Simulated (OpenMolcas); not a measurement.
# Cr2+: moving the ligands

Cr2+ with 6 ligands (chloride) in octahedral coordination (Oh) at 2.56 Å. A charge of +0.667 e stands 2.6 Å behind each ligand. Ligand basis ANO-RCC-VDZP.
```
Cr    0.0000    0.0000    0.0000
Cl    2.5600    0.0000    0.0000
Cl    0.0000    2.5600    0.0000
Cl   -2.5600    0.0000    0.0000
Cl    0.0000   -2.5600    0.0000
Cl    0.0000    0.0000    2.5600
Cl    0.0000    0.0000   -2.5600
```

* Program: OpenMolcas
* Method: CASSCF
* Basis: ANO-RCC-VTZP [6s5p3d2f1g]
* Scalar Hamiltonian: DKH2, point nucleus
* Active space: 4 electrons in 5 orbitals (3d)
* State averaging: 2S+1 = 5 even, 5 roots; 2S+1 = 3 even, 45 roots; 2S+1 = 1 even, 50 roots
* Spin-orbit coupling: RASSI with atomic mean-field integrals over the reference wave functions

Runs around this geometry, states (labels of O, the rotations of Oh). Energies in cm-1 above the lowest state or level, χT in cm3 K/mol; 10Dq and B are least-squares fits to the states below 45000 cm-1, weighted by degeneracy, with a free offset, and given where the rms deviation is under 5 % of |10Dq| (or 100 cm-1) and under 700 cm-1.

```tsv
R (Å)	Ground state	First state of that spin	10Dq	B (rms of fit)	First gap with spin-orbit (degeneracies)	χT at 300 K	First state of another spin
2.45	5E	5T2 6273	6325	974 (76)	5.7 (1, 3)	2.944	3T1 15096
2.56	5E	5T2 4716	4795	989 (66)	6.9 (1, 3)	2.921	3T1 16590
2.67	5E	5T2 3565	3641	1001 (60)	8.7 (1, 3)	2.892	3T1 17631
```

Taking |10Dq| as R^-n, n = -ln(3641 / 6325) / ln(2.67 / 2.45) = 6.4 between the shortest and longest distance. The point-charge formula for a cubic d site gives n = 5.

An orbital doublet at a regular site is open to a Jahn-Teller distortion, which this geometry leaves out. Without dynamic correlation the repulsion within the d shell is too large (B by tens of per cent), so at a given field states of lower spin stand too high. Ligand-to-metal charge-transfer states are missing. With no ligand orbital active B as a rule stays too high, so bands that hang on it stand too high and its fall with covalency is understated. With metal d orbitals alone and no dynamic correlation the field as a rule comes out too small, by tens of per cent, by up to half for chloride and softer ligands. No measured value stands beside these numbers; the geometry is a model, was not optimised and need not be the one that this ion takes.
